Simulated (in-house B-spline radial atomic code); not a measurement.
Results of a calculation; reference values are marked as such.
Softness against transferability: the 2s channel of B

B, [He] 2s2 2p1, non-relativistic LDA (VWN5), spherical and spin-unpolarised, from an all-electron radial atomic-structure program (B-spline basis) (atomic units). The all-electron 2s level is ε = -0.344701 hartree, its outermost node lies just inside 0.47 bohr and its outer maximum at 1.52 bohr.

Troullier-Martins pseudo-orbitals are made for several radii. The cutoffs (hartree) are the plane-wave energies beyond which the orbital holds less than the named kinetic energy per electron. The phase error is the difference, pseudo minus all-electron, of arctan(R P'/P) at R = 2.43 bohr for all radii, half a hartree below and above the level.

| r_c (bohr) | V_l(0) (hartree) | cutoff for 10 mEh | for 1 mEh | for 0.1 mEh | phase error at ε − 0.5 (mrad) | at ε + 0.5 (mrad) |
| --- | --- | --- | --- | --- | --- | --- |
| 1.14 | 1.46 | 6.77 | 13.1 | 33.3 | -0.4 | -1.1 |
| 1.32 | 2.00 | 6.92 | 12.3 | 31 | -0.4 | -1.0 |
| 1.52 | 1.19 | 6.2 | 11.1 | 27.4 | -0.5 | -1.5 |
| 1.72 | 0.44 | 4.99 | 9.33 | 22.3 | -0.9 | -2.7 |
| 1.92 | -0.07 | 3.48 | 7.68 | 18 | -1.8 | -4.8 |
| 2.13 | -0.41 | 1.48 | 6.34 | 14.2 | -3.2 | -8.2 |

Problem. Which radius needs the lowest cutoff for 0.1 mEh while both phase errors stay within 2.8 mrad?

Solution. The radii within that limit are 1.14, 1.32, 1.52, 1.72 bohr; of these r_c = 1.72 needs the least, 22.3 hartree, that is 44.6 Ry or 607 eV.

Problem. What does the larger radius buy, and what does it cost?

Solution. From r_c = 1.14 to 2.13 bohr the cutoff for 1 mEh goes from 13.1 to 6.34 hartree, a factor of 2.07, against 3.49 for a pure 1/r_c² scaling, end to end; step by step it is 13.1, 12.3, 11.1, 9.33, 7.68, 6.34, and for 0.1 mEh 33.3, 31, 27.4, 22.3, 18, 14.2; the number of plane waves goes as the cutoff to the power 3/2, here a factor of 3.0. The larger of the two phase errors is least at r_c = 1.32 bohr, 1.0 mrad; it is 1.1 at the smallest radius and 8.2 at the largest. These errors test the reference atom alone. Large radii also let the cores of neighbours overlap, which an atom doesn't show.
